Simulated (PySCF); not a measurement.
Species: C₇H₁₅P.
Atom-mapped SMILES: `[CH3:1][C:2]([CH3:3])([CH3:4])[CH:5]1[CH2:6][PH:7][CH2:8]1`

Geometry (GFN2-xTB, Å), atoms numbered from 1 in this order:
```
atom  x, y, z in Å
C1    -1.3434    0.8033   -1.2220
C2    -0.7641    0.0264   -0.0351
C3    -1.0147   -1.4673   -0.2539
C4    -1.4704    0.4621    1.2530
C5     0.7293    0.3764    0.0898
C6     1.5576   -0.3108    1.1886
P7     3.0997   -0.2562    0.1233
C8     1.6729    0.0015   -1.0656
H9    -0.8651    0.4979   -2.1498
H10   -2.4116    0.6183   -1.3105
H11   -1.1911    1.8729   -1.0936
H12   -0.6372   -2.0592    0.5760
H13   -2.0846   -1.6481   -0.3341
H14   -0.5470   -1.8184   -1.1701
H15   -1.0832   -0.0891    2.1068
H16   -1.3208    1.5245    1.4339
H17   -2.5395    0.2750    1.1804
H18    0.7951    1.4597    0.2433
H19    1.2667   -1.3495    1.3460
H20    1.6109    0.1925    2.1525
H21    3.3066    1.1206    0.3245
H22    1.8150    0.7462   -1.8467
H23    1.4141   -0.9517   -1.5267
```

Probes without a nucleus sit at each ring's centroid and 1 Å off its mean plane on both sides; NICS is minus the shielding there, NICSzz its component along the normal. Level: GIAO PBE0/pcSseg-1 (PySCF, non-relativistic, gas phase) on the GFN2-xTB geometry, one conformer.

Ring bond lengths (Å), with Mayer bond orders in brackets: C5–C6 1.538 (0.99), C6–P7 1.875 (0.98), P7–C8 1.875 (0.98), C8–C5 1.538 (0.99).

Task: What do the NICS probes read (ppm)?

Result: 
```csv
ring,type,NICS(0),"NICS(1), two faces","NICS(1)zz, two faces",rms pucker (Å),"centre to ring atoms, mean (Å)"
C5–C6–P7–C8,4-membered ring with P; formal bonds all single,-1.0,-1.9 / -1.2,5.9 / 7.3,0.14,1.19
```

Task: What do they say, and how far can they be read as aromaticity?

Result: 
- C5–C6–P7–C8: mean NICS(1)zz 6.6 ppm, deshielded. C5, C6, C8 have four or more neighbours; no verdict on aromaticity is drawn.

Task: Give the inner angles of the rings and the Hirshfeld charges of the ring atoms.

Result: 
- C5–C6–P7–C8: C5 95.6° (-0.023 e), C6 91.4° (-0.116 e), P7 74.8° (+0.094 e), C8 91.4° (-0.116 e); sum 353.2° against 360° for a flat convex ring.

Task: How shielded are the nuclei of the rings and their hydrogens (means over atoms taken as equivalent)?

Result: 
```
   atoms                     environment  σ isotropic (ppm)
      C5       four-membered-ring carbon              130.0
 C6 (×2)  sp3 carbon bound to phosphorus              168.0
      P7            phosphine phosphorus              420.6
     H18                methine hydrogen              28.98
H19 (×2)              methylene hydrogen              29.88
H20 (×2)              methylene hydrogen              30.02
     H21                    P–H hydrogen              27.87
```
